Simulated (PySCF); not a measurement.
SMILES C=CC[SiH2]S, GFN2-xTB optimised geometry.

```
13

C      1.65    -1.20     1.07
C      0.90    -0.99     0.00
C     -0.59    -0.99     0.00
Si    -1.27     0.80     0.00
S     -0.48     1.81     1.72
H      2.72    -1.16     1.03
H      1.21    -1.44     2.03
H      1.37    -0.75    -0.95
H     -0.96    -1.52     0.88
H     -0.96    -1.50    -0.89
H     -2.72     0.81     0.16
H     -0.84     1.52    -1.19
H      0.61     1.06     1.83
```

Density from PBE0/def2-TZVP (PySCF) at that geometry.

Minimum of the electron density along straight lines between bonded atoms, close to the bond critical point (lines longer than 1.1 times the sum of covalent radii, or with two minima, are not listed):

```
bond     length / Å  ρ at the minimum / e bohr⁻³  ∇²ρ there / e bohr⁻⁵  position (fraction from the first atom)
-------  ----------  ---------------------------  --------------------  ---------------------------------------
C1–C2         1.323                        0.358                 -1.11                                     0.49
C2–C3         1.487                        0.262                 -0.68                                     0.51
C3–Si4        1.912                        0.115                  0.14                                     0.61
Si4–S5        2.147                        0.098                  0.10                                     0.36
C1–H6         1.076                        0.288                 -1.03                                     0.64
C1–H7         1.079                        0.286                 -1.01                                     0.64
C2–H8         1.083                        0.287                 -1.02                                     0.64
C3–H9         1.091                        0.275                 -0.93                                     0.64
C3–H10        1.089                        0.275                 -0.92                                     0.64
Si4–H11       1.455                        0.127                  0.19                                     0.49
Si4–H12       1.460                        0.127                  0.18                                     0.49
S5–H13        1.328                        0.220                 -0.65                                     0.64
```
